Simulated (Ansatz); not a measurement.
Isolated molecules relaxed with PBE0-D4/def2-TZVP in Ansatz; ΔE leaves out vibrations. CCSD(T)/CBS adds triple-zeta CCSD(T) − MP2 to the extrapolated MP2 energy (def2 sets, frozen cores). DFT in def2-TZVPP. One conformer a species, not always the lowest.

Reaction (isomerisation): `C=C=C(F)BC` → `CC1=CB(F)C1`

`C=C=C(F)BC`:

```xyz
12

C    -0.517   -2.244    1.672
C    -0.104   -1.116    1.189
C     0.283    0.015    0.637
F     1.067    0.852    1.366
B    -0.125    0.410   -0.789
C     0.325    1.739   -1.459
H     0.063   -3.154    1.551
H    -1.454   -2.313    2.216
H    -0.815   -0.376   -1.373
H    -0.548    2.286   -1.832
H     0.911    1.504   -2.357
H     0.915    2.398   -0.821
```

`CC1=CB(F)C1`:

Z-matrix (Å, degrees):
```
C
C 1 1.480
H 1 1.095 2 110.0
H 1 1.095 2 109.9 3 -116.6
H 1 1.091 2 112.4 3 121.7
C 2 1.355 1 132.1 3 -121.9
B 2 2.001 3 150.1 1 -176.5
C 2 1.526 1 126.3 3 58.2
H 6 1.083 2 128.7 1 0.1
F 7 1.320 3 165.8 1 177.5
H 8 1.095 2 114.7 1 62.9
H 8 1.095 2 114.6 1 -63.5
```

(1) Is it downhill or uphill in electronic energy at CCSD(T)/CBS, and by how much? (An estimate is asked.)

(2) What do these levels give: r2SCAN-D4, PBE0-D4, ωB97M-V, HF/def2-QZVPP, MP2/def2-QZVPP, CCSD/CBS(def2)? (An estimate is asked.)

Largest T1 diagnostic among the species: 0.013.

## Answers

(1) The calculation gave: Downhill: ΔE = -62.1 kcal/mol.

(2) Computed: r2SCAN-D4 -58.2, PBE0-D4 -62.3, ωB97M-V -61.0, HF/def2-QZVPP -60.8, MP2/def2-QZVPP -66.8, CCSD/CBS(def2) -62.6 kcal/mol.

In def2-TZVPP, CCSD(T) changes the Hartree–Fock value by −1.1 kcal/mol (the triples alone add +0.5 kcal/mol) and MP2 by −5.9 kcal/mol. The D4 term adds −0.8 kcal/mol with B3LYP and −0.4 kcal/mol with PBE0; it sums over pairs of atoms, weighted by their polarisabilities, and B3LYP, whose exchange is more repulsive, gets the larger term. From PBE to PBE0 (25 % exact exchange), in def2-TZVPP and without D4, ΔE moves by −5.1 kcal/mol.

B3LYP here is the variant with VWN-RPA as its local correlation; programs differ in this.
